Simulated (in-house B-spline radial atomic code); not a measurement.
Whole-atom quantities along the 21-electron series, configuration [Ar] 3d3. Breit and QED terms are first order and not part of the total energy; the density at the nucleus is averaged over the nuclear charge. Computed with a B-spline radial code for spherical atoms: Dirac-Hartree-Fock, average of the configuration, finite nuclei.

| ion | Z | E/Z² (Eh) | Σ<r²> (bohr²) | n(0)/Z³ (bohr⁻³) | Lamb diamagnetic shielding (ppm) | repulsion over attraction | Breit energy (eV) | self-energy (eV) | vacuum polarisation (eV) | Dirac less non-relativistic energy (Eh) |
| --- | --- | --- | --- | --- | --- | --- | --- | --- | --- | --- |
| La36+ | 57 | -2.3157 | 0.91557 | 1.8006 | 5236.02 | 0.070195 | 173.68 | 144.83 | -20.498 | -268.1 |
| Ce37+ | 58 | -2.3252 | 0.87584 | 1.8575 | 5350.94 | 0.068982 | 183.9 | 154.17 | -22.139 | -289.15 |
| Pr38+ | 59 | -2.3346 | 0.83853 | 1.9176 | 5466.86 | 0.067805 | 194.54 | 163.96 | -23.888 | -311.48 |
| Nd39+ | 60 | -2.3439 | 0.80347 | 1.9801 | 5583.84 | 0.066661 | 205.6 | 174.23 | -25.752 | -335.15 |
| Pm40+ | 61 | ? | ? | ? | ? | ? | ? | ? | ? | ? |
| Sm41+ | 62 | -2.3622 | 0.73937 | 2.1012 | 5821.04 | 0.064467 | 229.02 | 196.25 | -29.847 | -386.7 |
| Eu42+ | 63 | -2.3713 | 0.71003 | 2.1712 | 5941.38 | 0.063414 | 241.42 | 208.04 | -32.097 | -414.73 |
| Gd43+ | 64 | -2.3803 | 0.68231 | 2.2427 | 6062.93 | 0.062389 | 254.28 | 220.39 | -34.489 | -444.35 |
| Tb44+ | 65 | -2.3893 | 0.6561 | 2.3345 | 6185.79 | 0.061389 | 267.62 | 233.31 | -37.046 | -475.68 |
| Dy45+ | 66 | -2.3982 | 0.6313 | 2.3989 | 6309.82 | 0.060417 | 281.44 | 246.82 | -39.743 | -508.64 |
| Ho46+ | 67 | -2.4071 | 0.6078 | 2.4896 | 6435.29 | 0.059468 | 295.78 | 260.94 | -42.626 | -543.48 |
| Er47+ | 68 | -2.416 | 0.58551 | 2.5753 | 6562.12 | 0.058542 | 310.63 | 275.71 | -45.684 | -580.17 |
| Tm48+ | 69 | ? | ? | ? | ? | ? | ? | ? | ? | ? |
| Yb49+ | 70 | -2.4338 | 0.54424 | 2.765 | 6820.18 | 0.056757 | 341.92 | 307.28 | -52.39 | -659.52 |
| Lu50+ | 71 | ? | ? | ? | ? | ? | ? | ? | ? | ? |
| Hf51+ | 72 | -2.4515 | 0.50691 | 2.9781 | 7084.49 | 0.055054 | 375.43 | 341.74 | -59.961 | -747.41 |
| Ta52+ | 73 | -2.4604 | 0.48958 | 3.0958 | 7219.14 | 0.054231 | 393.05 | 360.13 | -64.106 | -794.79 |
| W53+ | 74 | -2.4693 | 0.47305 | 3.2174 | 7355.54 | 0.053426 | 411.27 | 379.34 | -68.506 | -844.57 |
| Re54+ | 75 | -2.4783 | 0.45728 | 3.3478 | 7493.75 | 0.052638 | 430.1 | 399.4 | -73.182 | -896.86 |

Fill in the row of Pm40+.

E/Z² (Eh): -2.3531; Σ<r²> (bohr²): 0.77047; n(0)/Z³ (bohr⁻³): 2.0428; Lamb diamagnetic shielding (ppm): 5701.89; repulsion over attraction: 0.065548; Breit energy (eV): 217.09; self-energy (eV): 184.98; vacuum polarisation (eV): -27.737; Dirac less non-relativistic energy (Eh): -360.2.

Fill in the row of Tm48+.

E/Z² (Eh): -2.4249; Σ<r²> (bohr²): 0.56434; n(0)/Z³ (bohr⁻³): 2.6763; Lamb diamagnetic shielding (ppm): 6690.44; repulsion over attraction: 0.057639; Breit energy (eV): 326; self-energy (eV): 291.15; vacuum polarisation (eV): -48.943; Dirac less non-relativistic energy (Eh): -618.85.

Fill in the row of Lu50+.

E/Z² (Eh): -2.4427; Σ<r²> (bohr²): 0.52512; n(0)/Z³ (bohr⁻³): 2.8619; Lamb diamagnetic shielding (ppm): 6951.49; repulsion over attraction: 0.055896; Breit energy (eV): 358.39; self-energy (eV): 324.13; vacuum polarisation (eV): -56.054; Dirac less non-relativistic energy (Eh): -702.33.

With what power of Z does the column «Breit energy (eV)» change over this range?

A fit of the logarithm of its size against log Z from Z = 57 to 75 has slope 3.30.
